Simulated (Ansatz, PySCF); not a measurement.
C2H9ClOSi2, SMILES O([SiH3])[Si](Cl)(C)C. Atoms are numbered in the order given.

```xyz
15

C     -1.5666    -1.7868    -0.1043
Si    -0.7505    -0.1188    -0.1245
C     -1.8021     1.2283    -0.8510
Cl    -0.2857     0.4049     1.8439
O      0.6817    -0.2109    -0.9481
Si     2.3202    -0.0325    -0.7237
H     -2.5139    -1.7547     0.4550
H     -0.9103    -2.5313     0.3704
H     -1.7795    -2.1184    -1.1326
H     -1.2796     2.1951    -0.8001
H     -2.0239     1.0098    -1.9074
H     -2.7541     1.3210    -0.3068
H      2.6430     1.3574    -0.2852
H      2.9816    -0.3057    -2.0306
H      2.8200    -1.0005     0.2969
```
Charge 0, spin multiplicity 1.

Geometry: PBE0-D3(BJ)/def2-SVP. The values are those of a single conformer.

Two levels are set side by side: PBE-D3(BJ)/def2-SVP (Ansatz, a first-principles code) and PBE0-D3(BJ)/def2-SVP (Ansatz). Each level has its own optimised geometry; the coordinates shown are those of the second. Frequencies come from the Hessian of PySCF at each geometry. Differences are taken from unrounded values.

| quantity | PBE0-D3(BJ) | PBE-D3(BJ) | PBE-D3(BJ) minus PBE0-D3(BJ) |
|---|---|---|---|
| mean bond length (Å) | 1.443 | 1.454 | 0.011 |
| bond C1–Si2 (Å) | 1.857 | 1.870 | 0.013 |
| bond Si2–C3 (Å) | 1.857 | 1.868 | 0.011 |
| bond Si2–Cl4 (Å) | 2.089 | 2.104 | 0.015 |
| bond Si2–O5 (Å) | 1.655 | 1.673 | 0.018 |
| bond O5–Si6 (Å) | 1.663 | 1.680 | 0.017 |
| bond C1–H7 (Å) | 1.100 | 1.108 | 0.008 |
| bond C1–H8 (Å) | 1.100 | 1.108 | 0.008 |
| bond C1–H9 (Å) | 1.101 | 1.109 | 0.008 |
| bond C3–H10 (Å) | 1.100 | 1.108 | 0.008 |
| bond C3–H11 (Å) | 1.101 | 1.109 | 0.008 |
| bond C3–H12 (Å) | 1.101 | 1.108 | 0.008 |
| bond Si6–H13 (Å) | 1.493 | 1.503 | 0.011 |
| bond Si6–H14 (Å) | 1.490 | 1.501 | 0.011 |
| bond Si6–H15 (Å) | 1.493 | 1.505 | 0.012 |
| highest harmonic wavenumber (cm⁻¹) | 3176 | 3090 | -86 |
| mean harmonic wavenumber (cm⁻¹) | 1194 | 1156 | -37 |
| zero-point energy (kcal/mol) | 66.55 | 64.46 | -2.09 |

GGA bonds tend to be longer and softer than those of functionals with exact exchange. Differences between two approximate levels are no errors against the true value.
